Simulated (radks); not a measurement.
Values are calculated unless marked as measured or tabulated.
These are the eigenvalues of the occupied orbitals of an atom or ion with whole-number occupations (hartree). Code: a radial shooting solver on a logarithmic mesh with Libxc functionals. Model: Dirac Kohn-Sham, OLYP, spin-unpolarised, spherical densities, finite nucleus; Fermi nuclear charge, rms radius of each element as measured or else 0.836 A^(1/3) + 0.57 fm.

orbital  eigenvalue
1s1/2     -1423.524
2s1/2     -227.4367
2p1/2     -214.5776
2p3/2     -199.3996
3s1/2     -49.36179
3p1/2     -43.93975
3p3/2     -40.97773
3d3/2     -31.48836
3d5/2     -30.85344
4s1/2     -10.66274
4p1/2      -8.66497
4p3/2      -8.03361
4d3/2      -4.75725
4d5/2      -4.64726
5s1/2      -2.26905
5p1/2      -1.71484
5p3/2      -1.61697

Which element is it, and in what charge state? The configuration may be excited. Open shells, if any, are shared by 2j + 1.

Answer. Z = 57, lanthanum, charge +3: La3+ in [Xe]. The list shows which subshells hold electrons but not how many an open one holds; the 1s level, -1423.5 hartree, gives Z - s = 53.4 by -(Z - s)^2/2, which with screening and relativity narrows Z to a few neighbours, and the depths of the outer levels then fix element, charge and occupations together.
